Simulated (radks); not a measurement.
Values are calculated unless marked as measured or tabulated.
Isoelectronic series with 42 electrons, each ion in its NIST ground configuration. Code: a radial shooting solver on a logarithmic mesh with Libxc functionals. Model: Dirac Kohn-Sham, PBE, spin-unpolarised, spherical densities, finite nucleus; open shells are shared between the two j in proportion to 2j + 1; Fermi nuclear charge, rms radius of each element as measured or else 0.836 A^(1/3) + 0.57 fm. Total energies (hartree) and mean radii <r> (bohr) (* marks an orbital that is empty in some or all of the ions):

Mo: configuration [Kr] 4d5 5s1; E (hartree) -4049.14502; 4d5/2 2.013; 4d3/2 1.981; 5s1/2* 3.596
Ru2+: configuration [Kr] 4d6; E (hartree) -4530.52845; 4d5/2 1.532; 4d3/2 1.516; 5s1/2* 2.750
Pd4+: configuration [Kr] 4d6; E (hartree) -5042.66753; 4d5/2 1.255; 4d3/2 1.244; 5s1/2* 2.240
Cd6+: configuration [Kr] 4d6; E (hartree) -5585.63775; 4d5/2 1.083; 4d3/2 1.074; 5s1/2* 1.919
Sn8+: configuration [Kr] 4d6; E (hartree) -6159.67567; 4d5/2 0.9601; 4d3/2 0.9520; 5s1/2* 1.692
Te10+: configuration [Kr] 4d6; E (hartree) -6765.07313; 4d5/2 0.8663; 4d3/2 0.8588; 5s1/2* 1.519
Xe12+: configuration [Kr] 4d6; E (hartree) -7402.17897; 4d5/2 0.7913; 4d3/2 0.7841; 5s1/2* 1.382
Ba14+: configuration [Kr] 4d6; E (hartree) -8071.3701; 4d5/2 0.7295; 4d3/2 0.7226; 5s1/2* 1.269
Ce16+: configuration [Kr] 4d6; E (hartree) -8773.0665; 4d5/2 0.6774; 4d3/2 0.6707; 5s1/2* 1.175
Nd18+: configuration [Kr] 4d6; E (hartree) -9507.7217; 4d5/2 0.6328; 4d3/2 0.6262; 5s1/2* 1.094
Sm20+: configuration [Kr] 4d6; E (hartree) -10275.7949; 4d5/2 0.5941; 4d3/2 0.5876; 5s1/2* 1.024
Gd22+: configuration [Kr] 4d6; E (hartree) -11077.8615; 4d5/2 0.5601; 4d3/2 0.5536; 5s1/2* 0.9623
Dy24+: configuration [Kr] 4d6; E (hartree) -11914.4774; 4d5/2 0.5299; 4d3/2 0.5234; 5s1/2* 0.9078
Er26+: configuration [Kr] 4d6; E (hartree) -12786.2701; 4d5/2 0.5030; 4d3/2 0.4965; 5s1/2* 0.8592
Yb28+: configuration [Kr] 4d6; E (hartree) -13693.8767; 4d5/2 0.4787; 4d3/2 0.4722; 5s1/2* 0.8154
Hf30+: configuration [Kr] 4d6; E (hartree) -14638.0359; 4d5/2 0.4568; 4d3/2 0.4503; 5s1/2* 0.7757
W32+: configuration [Kr] 4d6; E (hartree) -15619.5210; 4d5/2 0.4368; 4d3/2 0.4302; 5s1/2* 0.7396
Os34+: configuration [Kr] 4d6; E (hartree) -16639.1271; 4d5/2 0.4186; 4d3/2 0.4119; 5s1/2* 0.7065
Pt36+: configuration [Kr] 4d6; E (hartree) -17697.8058; 4d5/2 0.4018; 4d3/2 0.3951; 5s1/2* 0.6760

4d5/2 drops below 5s1/2 between Mo and Ru2+. 4d3/2 drops below 5s1/2 between Mo and Ru2+.
